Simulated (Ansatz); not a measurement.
Reaction (cleavage of the Si–Si bond): `[BH2][SnH2][SiH2][SiH3]` + `NCBCl` → `[SiH3]NCBCl` + `[BH2][SnH2][SiH3]`

Computed with Ansatz on PBE0-D4/def2-TZVP structures; ΔE is electronic, products minus reactants. CBS: MP2 limit from def2 TZ/QZ plus the TZ coupled-cluster correction, frozen cores. DFT in def2-TZVPP. def2 core potentials past Kr. For Sn outer-core shells are correlated without core-valence functions, which leaves a few kJ/mol of doubt a bond. One conformer a species, not always the lowest.

`[BH2][SnH2][SiH2][SiH3]`:

Z-matrix (Å, degrees):
```
Sn
Si 1 2.578
B 1 2.234 2 106.7
H 1 1.711 2 107.1 3 -121.3
H 1 1.710 2 108.3 3 122.9
Si 2 2.335 1 109.5 3 52.6
H 2 1.490 1 109.1 3 -67.1
H 2 1.489 1 110.0 3 174.4
H 3 1.194 1 120.4 2 -86.5
H 3 1.194 1 120.9 2 89.6
H 6 1.488 2 109.9 1 59.4
H 6 1.489 2 108.8 1 -59.0
H 6 1.488 2 112.3 1 -179.3
```

`NCBCl`:

Z-matrix (Å, degrees):
```
C
B 1 1.549
N 1 1.444 2 117.7
H 1 1.100 2 106.9 3 124.8
H 1 1.112 2 102.2 3 -126.9
Cl 2 1.749 1 121.6 3 11.9
H 2 1.193 1 121.4 3 -171.1
H 3 1.011 1 111.5 2 -38.9
H 3 1.010 1 112.1 2 -160.6
```

`[SiH3]NCBCl`:

```xyz
12

Si   -1.044    0.257   -1.396
N    -0.435   -0.860   -0.236
C     0.195   -0.411    0.994
B     1.505    0.414    0.803
Cl    2.134    1.330    2.152
H     0.029    1.248   -1.675
H    -1.409   -0.500   -2.620
H    -2.244    1.031   -0.952
H    -0.959   -1.714   -0.123
H     0.568   -1.287    1.553
H    -0.491    0.086    1.698
H     2.151    0.406   -0.198
```

`[BH2][SnH2][SiH3]`:

```xyz
10

B     0.829    2.014    0.059
Sn   -0.702    0.470    0.571
Si    0.007   -1.758   -0.505
H     0.739    2.651   -0.947
H     1.785    2.178    0.755
H    -2.261    0.852   -0.022
H    -0.850    0.205    2.255
H     1.342   -2.173    0.003
H    -0.978   -2.826   -0.185
H     0.090   -1.612   -1.983
```

```json
{"species": "`[BH2][SnH2][SiH2][SiH3]`", "ωB97X-V energy (Eh)": "-823.40248"}
{"species": "`NCBCl`", "ωB97X-V energy (Eh)": "-580.90125"}
{"species": "`[SiH3]NCBCl`", "ωB97X-V energy (Eh)": "-871.57379"}
{"species": "`[BH2][SnH2][SiH3]`", "ωB97X-V energy (Eh)": "-532.74000"}
```

**Question.** Work out ΔE.

**Answer.** ΔE = (-871.57379) + (-532.74000) − (-823.40248) − (-580.90125) = -0.01006 Eh = -26.4 kJ/mol. CCSD(T)/CBS gives -25.0 kJ/mol.

Largest T1 diagnostic among the species: 0.014.

From PBE to PBE0 (25 % exact exchange), in def2-TZVPP and without D4, ΔE moves by −5.3 kJ/mol. In def2-TZVPP, CCSD(T) changes the Hartree–Fock value by +17.7 kJ/mol (the triples alone add +2.7 kJ/mol) and MP2 by +12.3 kJ/mol.
